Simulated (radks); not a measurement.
Spin polarisation of the 4d5 shell in Mo. Start: [Kr] 4d(up 2.5, down 2.5) 5s(up 0.5, down 0.5); electrons of 4d are moved from spin down to spin up, other shells keep equal spins. Calculated with a radial shooting solver on a logarithmic mesh with Libxc functionals: scalar-relativistic Kohn-Sham, PBE, spin-polarised, spherical densities, finite nucleus; Fermi nuclear charge, rms radius of each element as measured or else 0.836 A^(1/3) + 0.57 fm.

moment (Bohr magnetons)	E - E(0) (eV)	e(4d up) (eV)	e(4d down) (eV)	5s down minus up (eV)
0	0.000	-3.753	-3.753	0.000
1	-0.147	-4.027	-3.437	0.293
2	-0.589	-4.257	-3.078	0.590
3	-1.326	-4.442	-2.674	0.892
4	-2.356	-4.570	-2.221	1.200
5	-3.671	-4.623	-1.717	1.508

At moment 5 the spin-polarisation energy is -3.671 eV and the 4d exchange splitting 2.905 eV, that is 0.581 eV per Bohr magneton; E = -I m^2/4 would give I = 0.587 eV.
